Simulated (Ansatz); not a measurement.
`CN(C)B(F)F`, relaxed with RKS PBE-D4/def2-SVP in Ansatz 0.2.0 from a rough embedded geometry. The force threshold is 0.03 eV/Å; the program also tests the step.

The species carries charge 0 and has multiplicity 1.

Start:

```xyz
12

C     0.640   -0.578    1.057
N    -0.301    0.284    0.339
C    -1.028   -0.542   -0.597
B     0.327    1.427   -0.407
F     0.089    2.791   -0.087
F     1.377    1.141   -1.445
H     0.145   -1.324    1.636
H     1.206    0.113    1.794
H     1.396   -0.999    0.312
H    -1.833    0.060   -1.157
H    -1.600   -1.347   -0.075
H    -0.417   -1.025   -1.372
```

| step | energy (eV) | largest force (eV/Å) | largest move (Å) |
| --- | --- | --- | --- |
| 1 | -9756.2660 | 3.335 | 0.000 |
| 2 | -9756.7274 | 3.024 | 0.191 |
| 3 | -9757.0366 | 1.497 | 0.200 |
| 4 | -9757.1405 | 0.320 | 0.106 |
| 5 | -9757.1541 | 0.108 | 0.056 |
| 6 | -9757.1592 | 0.106 | 0.042 |
| 7 | -9757.1660 | 0.099 | 0.072 |
| 8 | -9757.1992 | 0.439 | 0.195 |
| 9 | -9757.2814 | 0.867 | 0.195 |
| 10 | -9757.4237 | 1.008 | 0.195 |
| 11 | -9757.5604 | 0.983 | 0.200 |
| 12 | -9757.7231 | 0.893 | 0.195 |
| 13 | -9757.8524 | 0.713 | 0.200 |
| 14 | -9757.9533 | 0.570 | 0.200 |
| 15 | -9758.0193 | 0.254 | 0.200 |
| 16 | -9758.0434 | 0.230 | 0.200 |
| 17 | -9758.0490 | 0.010 | 0.056 |

End:

```xyz
12

C     0.856   -0.677    0.838
N     0.033    0.147   -0.028
C    -1.139   -0.504   -0.584
B     0.356    1.486   -0.319
F    -0.419    2.232   -1.125
F     1.451    2.069    0.198
H     0.268   -1.069    1.699
H     1.700   -0.084    1.234
H     1.270   -1.555    0.292
H    -1.697    0.205   -1.222
H    -1.821   -0.865    0.219
H    -0.858   -1.386   -1.203
```

It took 25 s on 4 threads of an Arm Neoverse V1 on a shared host, with 0.16 GiB of host memory at the peak.
